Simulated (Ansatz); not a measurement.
Ansatz (a program for electronic structure) input (LC-wPBE/def2-TZVPD):

Ansatz 0.2 input:
```yaml
crystal:
  periodic: [false, false, false]
  atoms:
    - {symbol: Cu, position_ang: [-0.03571283, -0.22167885, 0.14645567]}
    - {symbol: Cl, position_ang: [0.11241081, 1.51136477, -1.00961733]}
    - {symbol: O, position_ang: [-0.16108842, -1.85683623, 1.23845008]}
    - {symbol: H, position_ang: [0.15219239, -1.77130001, 2.14737479]}
    - {symbol: H, position_ang: [0.26120321, -2.63852454, 0.86130475]}
basis:
  gaussian:
    orbitals: def2-TZVPD
hamiltonian:
  xc: {name: LC-wPBE}
output: {forces: true}
```

Output:

```
Functional definition: LC-wPBE
integrals: 0.09 GiB planned
1035 factors; their error is unknown
integrals: 0.13 GiB planned
349 factors; integrals over basis functions are off by at most 7.8e-5 eV
mean field: 0.65 GiB planned
mean field evaluation 1: about -59231.3025 eV, gradient 6.7e1 eV
mean field evaluation 2: about -59212.7778 eV, gradient 1.8e2 eV
mean field evaluation 4: about -59236.5455 eV, gradient 6.0e0 eV
mean field evaluation 8: about -59236.5863 eV, gradient 1.7e-1 eV
mean field evaluation 16: about -59236.5624 eV, gradient 2.5e-4 eV
mean field -59236.56239607 eV, -2176.9035160714 hartree, gradient 3.7e-5 eV, S^2 0.000000; 0 other end points of the search recorded, 0 dependent functions left out
the calculation of the forces begins
reference -59236.56239608 eV, -2176.9035160717 hartree; 28, 28 occupied and 124, 124 virtual orbitals, 1035 factors
Total energy: -59236.56239608 eV, -2176.9035160717 hartree
Atom 0 at    -0.035713    -0.221679     0.146456 Å, force     0.002114     0.151087    -0.101702 eV/Å
Atom 1 at     0.112411     1.511365    -1.009617 Å, force    -0.021292    -0.313600     0.209662 eV/Å
Atom 2 at    -0.161088    -1.856836     1.238450 Å, force     0.096416     0.093297    -0.054740 eV/Å
Atom 3 at     0.152192    -1.771300     2.147375 Å, force    -0.033298    -0.007726    -0.089390 eV/Å
Atom 4 at     0.261203    -2.638525     0.861305 Å, force    -0.043941     0.076941     0.036170 eV/Å
Dipole moment:     0.145614    -1.501991     1.025167 e Å
```
